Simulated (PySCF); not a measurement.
C5H5Cl. Atoms are numbered in the order given.

```xyz
11

C      2.4601    -0.5494     0.7216
C      1.4297    -0.7598     0.1211
C      0.2174    -1.0160    -0.6044
C     -1.0901    -1.2359     0.1311
C     -0.8944     0.0079    -0.6589
Cl    -0.7186     1.5458     0.1562
H      3.3715    -0.3577     1.2565
H      0.3578    -1.5843    -1.5310
H     -1.7787    -1.9944    -0.2498
H     -1.0528    -1.1394     1.2185
H     -1.4169     0.1160    -1.6121
```

Geometry: PBE0-D3(BJ)/def2-SVP.

Level of theory: PBE0/pcSseg-1 (PySCF).

GIAO shieldings, no solvent; atoms listed in one row are averaged. δ = σ(ref) − σ: ¹³C against TMS (σ = 186.3 ppm); ³⁵Cl against HCl (σ = 945.9 ppm); ¹H against TMS (σ = 31.56 ppm), references at their B3LYP-D3(BJ)/def2-TZVP geometries, non-relativistic (without spin–orbit terms, shifts of atoms bonded to Cl or Br come out too high).

Computed chemical shifts:
```
nucleus  atoms  count  δ (ppm)
-------  -----  -----  -------
¹³C         C2      1     86.3
¹³C         C1      1     77.2
¹³C         C5      1     40.8
¹³C         C4      1     22.2
¹³C         C3      1     12.8
³⁵Cl       Cl6      1    104.5
¹H         H11      1     3.03
¹H          H7      1     2.14
¹H          H8      1     1.75
¹H          H9      1     1.42
¹H         H10      1     1.03
```
